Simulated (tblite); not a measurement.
Species: C5H11GeNSi2.
SMILES with atom numbers: `[GeH3:1][SiH2:2][SiH2:3][c:4]1[cH:5][cH:6][n:7][cH:8][cH:9]1` (hydrogens: H10, H11, H12 on Ge1; H13, H14 on Si2; H15, H16 on Si3; H17 on C5; H18 on C6; H19 on C8; H20 on C9)

Computed with GFN2-xTB (tblite), gas phase: L-BFGS steps from a force-field or distance-geometry start until the largest atomic force falls under 0.01 eV/Å.

At the end of the run (lengths in Å): Si2–Si3 2.325, Ge1–H11 1.501, Si3–C4 1.891, Ge1–Si2 2.343, Ge1–H10 1.502, Ge1–H12 1.504, N7–C8 1.323, Ge1–Si2–Si3 112.0°, C6–N7–C8 117.7°, C5–C6–N7 123.4°, C5–C4–C9 116.7°, Ge1–Si2–Si3–C4 40°, Si2–Si3–C4–C5 108°, H15–Si3–C4–C5 -130°, H15–Si3–Si2–Ge1 -77°.

Task: These geometries were met on the way; a selection of coordinates is given. Order them by energy above the end point, lowest first.
A. Si2–Si3 2.313, Ge1–H11 1.503, Si3–C4 1.900, Ge1–Si2 2.333, Ge1–H10 1.503, Ge1–H12 1.507, N7–C8 1.321, Ge1–Si2–Si3 107.7°, C6–N7–C8 118.0°, C5–C6–N7 123.1°, C5–C4–C9 116.4°, Ge1–Si2–Si3–C4 54°, Si2–Si3–C4–C5 89°, H15–Si3–C4–C5 -150°, H15–Si3–Si2–Ge1 -62°
B. Si2–Si3 2.214, Ge1–H11 1.558, Si3–C4 1.841, Ge1–Si2 2.327, Ge1–H10 1.545, Ge1–H12 1.544, N7–C8 1.360, Ge1–Si2–Si3 108.6°, C6–N7–C8 121.8°, C5–C6–N7 119.8°, C5–C4–C9 119.0°, Ge1–Si2–Si3–C4 55°, Si2–Si3–C4–C5 88°, H15–Si3–C4–C5 -151°, H15–Si3–Si2–Ge1 -65°
C. Si2–Si3 2.284, Ge1–H11 1.493, Si3–C4 1.886, Ge1–Si2 2.313, Ge1–H10 1.489, Ge1–H12 1.489, N7–C8 1.323, Ge1–Si2–Si3 108.2°, C6–N7–C8 116.9°, C5–C6–N7 123.6°, C5–C4–C9 115.5°, Ge1–Si2–Si3–C4 55°, Si2–Si3–C4–C5 88°, H15–Si3–C4–C5 -151°, H15–Si3–Si2–Ge1 -62°
D. Si2–Si3 2.280, Ge1–H11 1.531, Si3–C4 1.878, Ge1–Si2 2.308, Ge1–H10 1.526, Ge1–H12 1.532, N7–C8 1.323, Ge1–Si2–Si3 108.4°, C6–N7–C8 119.8°, C5–C6–N7 122.4°, C5–C4–C9 119.6°, Ge1–Si2–Si3–C4 55°, Si2–Si3–C4–C5 89°, H15–Si3–C4–C5 -152°, H15–Si3–Si2–Ge1 -64°
E. Si2–Si3 2.319, Ge1–H11 1.488, Si3–C4 1.881, Ge1–Si2 2.295, Ge1–H10 1.491, Ge1–H12 1.500, N7–C8 1.318, Ge1–Si2–Si3 108.2°, C6–N7–C8 117.3°, C5–C6–N7 123.7°, C5–C4–C9 117.7°, Ge1–Si2–Si3–C4 54°, Si2–Si3–C4–C5 90°, H15–Si3–C4–C5 -152°, H15–Si3–Si2–Ge1 -63°

Result: A (0.034 eV), C (0.066 eV), E (0.132 eV), D (0.252 eV), B (0.498 eV).

```csv
step,E above end (eV),"rms distance from the end, all atoms (Å)",largest force (eV/Å),rms shift of all bonds from the end (Å)
10,0.034,0.299,0.296,0.005
7,0.066,0.301,0.451,0.013
4,0.132,0.306,0.546,0.013
2,0.252,0.313,0.726,0.020
0,0.498,0.317,2.333,0.036
```

Rows stand in the order of the answer.
